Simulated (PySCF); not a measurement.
**Polarisability and C₆ of Tc⁺ (technetium, charge +1)**

[Kr] 4d5 5s1, high-spin 7S determinant. Computed with PySCF 2.14 in def2-QZVPPD with the def2 core potential (28 electrons) (7s5p4d4f2g, 88 functions), with a scalar-relativistic core potential. Coupled (time-dependent) response in atomic units; α is the mean over directions.

| method | mean α (bohr³) | C₆ (like pair) | S(−4) |
| --- | --- | --- | --- |
| CAM-B3LYP | 36.12 | 266.8 | 791.1 |

S(−4) is the Cauchy moment in α(ω) = α(0) + S(−4) ω² + …

α(iu) at CAM-B3LYP:

```tsv
u (hartree)	α(iu) (bohr³)
0	36.12
0.0500	34.28
0.100	29.97
0.200	21.15
0.300	15.39
0.500	9.619
0.750	6.426
1.00	4.730
1.50	2.932
2.00	2.000
3.00	1.090
5.00	0.4589
```

A single London oscillator, α(iu) = α/(1 + u²/ω²), gives C₆ = (3/4) ω α². Matching the computed C₆ needs ω = 4 × 266.8 / (3 × 36.12²) = 0.273 hartree.

For an ion, C₆ is the dispersion term alone; charge-induced terms of lower order in 1/R come first.

Energies and moments cover only the electrons outside the core potential.
